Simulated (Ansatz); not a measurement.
The molecule AsP, closed-shell singlet (the spin of the measured ground state). No spin–orbit coupling. As is treated without relativity.

D_e counts from the fitted minimum to each atom's lowest state at the same level, without counterpoise. The singlet is restricted.

Correlated levels freeze the inner cores; with def2 sets outer-core shells near the valence are correlated too. CBS: X⁻³ extrapolation of the correlation energy, Hartree–Fock from the larger set.

Programs: Ansatz (a quantum-chemistry and plane-wave program) with Gaussian orbitals. Each number belongs to the level named beside it.

PBE/def2-TZVPP gives 454.4 kJ/mol for the bond energy D_e.

Question: Where do these levels fall relative to PBE: r2SCAN/def2-TZVPP, PBE0/def2-TZVPP, wB97M-V/def2-TZVPP, B2PLYP/def2-TZVPP, CCSD(T)/CBS(def2-TZVPP, def2-QZVPP).

Answer: r2SCAN/def2-TZVPP -36.0; PBE0/def2-TZVPP -47.2; wB97M-V/def2-TZVPP -31.9; B2PLYP/def2-TZVPP -25.4; CCSD(T)/CBS(def2-TZVPP, def2-QZVPP) -23.3 kJ/mol. 0 of 5 lie above PBE; the widest gap is to PBE0/def2-TZVPP.

Doubts at one or more of the structures used: a restricted determinant that unrestricted orbitals would lower (CCSD(T)/CBS(def2-TZVPP, def2-QZVPP)).
